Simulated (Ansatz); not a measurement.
C3H4BrNO, SMILES `CC(=O)C(=N)Br`, relaxed with RKS PBE0-D4/def2-TZVP in the Gaussian-basis code of Ansatz from a PBE-D4/def2-SVP geometry. The force threshold is 0.005 eV/Å; the program also tests the step.

Total charge 0; spin multiplicity 1.

Start:

```xyz
10

C    -0.727    1.232    0.161
C    -0.734   -0.218   -0.258
O    -1.709   -0.801   -0.688
C     0.617   -0.936   -0.104
N     1.631   -0.339    0.363
Br    0.566   -2.787   -0.688
H    -1.741    1.651    0.042
H     0.003    1.800   -0.452
H    -0.379    1.329    1.209
H     2.473   -0.932    0.415
```

Question: By how much does the energy fall, and how many steps does the optimiser take? (Estimate.)

Answer: Computed: 5.61 kJ/mol, in 7 steps.

Question: Which bonds change most? (Best estimate.)

Answer: The calculation gave: C4–Br6 from 1.941 to 1.912 Å; C1–H8 from 1.109 to 1.092 Å; C4–N5 from 1.266 to 1.249 Å; C1–H7 from 1.104 to 1.088 Å.

Question: Give the relaxed structure. (Best estimate.)

Answer: Computed: 
```xyz
10

C    -0.719    1.226    0.164
C    -0.725   -0.211   -0.255
O    -1.688   -0.786   -0.679
C     0.609   -0.935   -0.109
N     1.614   -0.339    0.333
Br    0.571   -2.768   -0.653
H    -1.714    1.641    0.019
H     0.019    1.782   -0.417
H    -0.414    1.310    1.209
H     2.448   -0.919    0.387
```
